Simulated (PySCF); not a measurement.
# UHF on Zr⁺ (zirconium, charge +1)

Configuration: [Kr] 4d2 5s1, high-spin 4F determinant. Calculation: PySCF 2.14, in cc-pVDZ-PP with ECP28MDF (4s4p3d1f, 38 functions); a scalar-relativistic core potential.

* Total energy: -46.109937 hartree
* One-electron energy: -74.7245 hartree
* Hartree (Coulomb) energy: 33.8416 hartree
* Exchange energy: -5.2270 hartree
* ⟨S²⟩: 3.7538
* ⟨L²⟩: 12.038
* Sum of ⟨r⟩: 18.65 bohr
* Sum of ⟨r²⟩: 41.76 bohr²
* Time after the integrals: 0.12 s of wall time on 1 thread of Neoverse-V1 (shared host)

```json
{"shell": "4s α", "electrons": "1", "mean orbital energy (hartree)": "-2.78832", "rms radius, mean of both spins (bohr)": "1.31"}
{"shell": "4s β", "electrons": "1", "mean orbital energy (hartree)": "-2.69712", "rms radius, mean of both spins (bohr)": "1.31"}
{"shell": "4p α", "electrons": "3", "mean orbital energy (hartree)": "-1.79436", "rms radius, mean of both spins (bohr)": "1.48"}
{"shell": "4p β", "electrons": "3", "mean orbital energy (hartree)": "-1.67836", "rms radius, mean of both spins (bohr)": "1.48"}
{"shell": "4d α", "electrons": "2", "mean orbital energy (hartree)": "-0.56818", "rms radius, mean of both spins (bohr)": "2.29"}
{"shell": "5s α", "electrons": "1", "mean orbital energy (hartree)": "-0.45539", "rms radius, mean of both spins (bohr)": "3.84"}
```

Energies and moments cover only the electrons outside the core potential.
